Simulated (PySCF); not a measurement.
Species: sum formula WO2Br2 (charge +1, doublet). The spin state was set by rule; other spins were not relaxed. 
Geometry from a B3LYP-D3(BJ)/def2-TZVP (Ansatz) optimisation:
```
W
O 1 1.7456
O 1 1.7456 2 100.07
Br 1 2.3604 2 110.42 3 -116.38
Br 1 2.3604 2 110.42 3 116.38
```
Charge +1, spin multiplicity 2.

Dispersion corrections to the total energy (kcal/mol) from the dftd3 and dftd4 libraries through PySCF: D3(BJ) without and D4 with the three-body term, each with the damping fitted for the functional named.

```json
[
 {"functional": "TPSSh", "D3(BJ)": "-5.38", "D4": "-5.35"},
 {"functional": "HF", "D3(BJ)": "-32.76", "D4": "-12.42"},
 {"functional": "LC-wPBE", "D3(BJ)": "-5.02", "D4": "…"},
 {"functional": "B2PLYP", "D3(BJ)": "-5.00", "D4": "-3.09"},
 {"functional": "PBE0", "D3(BJ)": "-4.04", "D4": "-3.87"},
 {"functional": "revPBE", "D3(BJ)": "-8.76", "D4": "…"},
 {"functional": "B2GP-PLYP", "D3(BJ)": "-8.90", "D4": "…"}
]
```

Complete the blanks.


- LC-wPBE, D4: -5.15
- revPBE, D4: -9.49
- B2GP-PLYP, D4: -1.97
